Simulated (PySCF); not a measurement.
Al(All)(H)(OMe) (C₄H₉AlO), SMILES [O](C)[AlH][CH2]C=C.

Geometry optimised at B3LYP-D3(BJ)/def2-SVP. The structure was generated by enumeration; whether it is a known compound was not checked. The values are those of a single conformer.

Calculation: PySCF 2.14.0 with C-PCM-PBE0/def2-SVP.

The values are the electrostatic part of the solvation free energy, E(continuum) − E(gas) at the gas-phase geometry, in a cavity of scaled van der Waals radii (PySCF's table); cavitation and dispersion terms are not included. A continuum can't describe solvent molecules that bind to the metal. In vacuum the orbital gap is 6.31 eV. The dipole moment in vacuum is 0.33 D.

Computed values in water (ε = 78.36), tetrahydrofuran (ε = 7.43), N,N-dimethylformamide (ε = 37.22):
```tsv
solvent	ε	ΔG(elec) (kcal/mol)	dipole (D)	gap (eV)
water	78.36	-3.9	0.52	6.42
tetrahydrofuran	7.43	-3.4	0.49	6.41
N,N-dimethylformamide	37.22	-3.9	0.51	6.42
```
